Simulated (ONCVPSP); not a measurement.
# Ranking ONCV potentials for ruthenium

All share these settings but for the change named:

Ru (Z = 44), optimised norm-conserving Vanderbilt (ONCV), made with ONCVPSP 4.0.1 (PBEsol, scalar-relativistic). Core [Ar] 3d10, reference 4s2 4p6 4d7 (charge +1). Waves: 4s: rc 1.05 bohr, ncon 3, nbas 6, qcut 5.5 1/bohr, 2 projectors, debl 1.5 Ha; 4p: rc 1.05 bohr, ncon 4, nbas 7, qcut 6.2 1/bohr, 2 projectors, debl 2 Ha; 4d: rc 1.40 bohr, ncon 4, nbas 8, qcut 6.9 1/bohr, 2 projectors, debl 3.1 Ha. Local part: polynomial inside 0.75 bohr (lpopt 2, dvloc0 0 Ha). Core correction: Teter function fitted to the true core (icmod 2), fcfact 0.6.

In the s channel the program set the typed energies aside and used -3.076, 0.250 Ha.

Test errors are all-electron minus pseudo excitation energies from the reference, over 4s2 4p6 4d7 5s1; 4s2 4p6 4d6; 4s2 4p6 4d5; 4s2 4p6 4d7 5p1. None of these files shows a bound ghost.

The base gives 0.9 meV.

Of 7 variants that were run, those that failed, showed a ghost or another fault, or gave nearly equal values are left out.

A variant can come out equal or close to the base, since the largest error may sit in a test that the change hardly touches while other tests move.

(1) Rank these variants by their largest absolute test error, smallest first.
A. s: qcut 5.2; p: qcut 5.9; d: qcut 6.6
B. local potential polynomial inside 0.75 bohr (lpopt 2, dvloc0 -2.5 Ha)
C. d: rc 1.96
D. p: rc 1.46
E. all radii but the core radius scaled by about 1.10 (s 1.16, p 1.16, d 1.54 bohr); local potential polynomial inside 0.82 bohr (lpopt 2, dvloc0 0 Ha)

Answers

(1) B (0.9 meV), A (1.2 meV), D (1.5 meV), E (2.6 meV), C (22.1 meV).
